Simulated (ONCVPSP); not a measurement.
# Debugging a pseudopotential input (Sr (Z = 38), ONCVPSP 4.0.1)

Command:

```bash
oncvpsp.x < Sr.dat > Sr.out
```

Input:

```
# ATOM AND REFERENCE CONFIGURATION
# atsym  z   nc   nv     iexc    psfile
  Sr 38.00    6    4        3      upf
#
#   n    l    f
    1    0    2.00
    2    0    2.00
    2    1    6.00
    3    0    2.00
    3    1    6.00
    3    2   10.00
    4    0    2.00
    4    1    6.00
    5    0    1.75
    5    1    0.25
#
# PSEUDOPOTENTIAL AND OPTIMIZATION
# lmax
    2
#
#   l,   rc,      ep,       ncon, nbas, qcut
    0    2.25    0.00    3    8    6.40
    1    2.75    0.00    4    7    4.90
    2    3.00    0.40    2    7    3.70
#
# LOCAL POTENTIAL
# lloc, lpopt,  rc(5),   dvloc0
    4    5    1.80    0.00
#
# VANDERBILT-KLEINMAN-BYLANDER PROJECTORs
# l, nproj, debl
    0    2    3.40
    1    2    3.00
    2    2    2.70
#
# MODEL CORE CHARGE
# icmod, fcfact, rcfact
    1    0.25    0.00
#
# LOG DERIVATIVE ANALYSIS
# epsh1, epsh2, depsh
   -3.00    5.00    0.02
#
# OUTPUT GRID
# rlmax, drl
    6.00    0.01
#
# TEST CONFIGURATIONS
# ncnf
    4
# nvcnf
#   n    l    f
    4
    4    0    2.00
    4    1    6.00
    5    0    2.00
    5    1    0.00
#
    4
    4    0    2.00
    4    1    6.00
    5    0    1.00
    5    1    0.00
#
    4
    4    0    2.00
    4    1    6.00
    5    0    0.00
    5    1    0.00
#
    5
    4    0    2.00
    4    1    6.00
    5    0    1.50
    5    1    0.00
    4    2    0.50
#
```

This is an input that runs to its end, with one change: ncon of l = 2 set to 2.

Problem. How does the run end?

Solution. The program refuses the input: "test_data: must have 3 <= ncon <= 5, l= 2".

```
ONCVPSP  (Optimized Norm-Conservinng Vanderbilt PSeudopotential)
scalar-relativistic version 4.0.1

test_data: must have 3 <= ncon <= 5, l=   2
ERROR: test_data found   1 ERROR; stopping
```
